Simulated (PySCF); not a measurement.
Input of a response calculation (the driver script's job line, then coordinates in Å):

```
{"job": {"kind": "uv", "xc": "PBE0", "basis": "def2-SVPD", "nstates": 8, "ntriplets": 3}, "charge": 0, "multiplicity": 1}
F     -0.084485    -1.254644     1.394063
Si    -1.233732    -0.768140     0.280720
F     -2.408823    -1.723432     0.801269
C     -0.890520     1.084206     0.238144
C      0.334418     0.711065    -0.654053
Ga     1.710738     0.070152     0.746143
C     -0.164338    -0.635221    -1.265095
H     -1.605117     1.732927    -0.266033
H     -0.629939     1.535197     1.201692
H      0.509545     1.462220    -1.428201
H      1.839623     0.825231     2.114289
H      2.667099    -1.126031     0.409757
H     -0.655510    -0.511226    -2.228879
H      0.610362    -1.402776    -1.365982
```

Its output, with some lines taken out ([cut]) and without the SCF cycles:

```
converged SCF energy = -2531.3825348257

[cut]

Singlet excitations
state   eV       nm        f      main configurations
  1   5.4492    227.5   0.01658   H->L 0.94
  2   5.7807    214.5   0.01992   H->L+1 0.94
  3   5.9516    208.3   0.00007   H-1->L 0.95
[cut]
  5   6.8730    180.4   0.00042   H->L+2 0.95
  6   6.8852    180.1   0.01080   H-2->L+1 0.60, H-2->L 0.21, H-1->L+1 0.15
[cut]
  8   7.3393    168.9   0.11847   H->L+3 0.74, H->L+5 0.19

Triplet excitations (Tamm-Dancoff, eV): 5.0510 5.4598 5.5475
```

Method: PySCF 2.14.0, density-fitted response routines, TDDFT PBE0/def2-SVPD, vertical, gas phase, core orbitals frozen in the response. Geometry: GFN2-xTB, one conformer, isolated molecule. Relativistic effects, spin–orbit coupling among them, are left out although an element past zinc is present.

Problem. What stood in the cut lines?

Solution. 
```
Static polarisability (au): isotropic 84.951, principal 79.073 81.877 93.904
  4   6.5500    189.3   0.00042   H-1->L+1 0.77, H-2->L+1 0.19
  7   6.9647    178.0   0.00493   H-2->L 0.77, H-2->L+1 0.18
```

Problem. Which orbital energies lie behind H and L?

Solution. HOMO -7.47 eV and LUMO -0.71 eV, a gap of 6.77 eV; state 1 differs from that by -1.32 eV.

Problem. Give the energy of state 6 in hartree, cm⁻¹ and kJ/mol.

Solution. 0.25303 hartree, 55533 cm⁻¹, 664.3 kJ/mol.

Problem. What is the total energy of state 6 at this geometry?

Solution. -2531.38253 + 0.25303 = -2531.12950 hartree.

Problem. Which species is it?

Solution. `F[Si]1(F)C[CH]([GaH2])C1` (C3H7F2GaSi), point group Cs.

H and L stand for HOMO and LUMO.
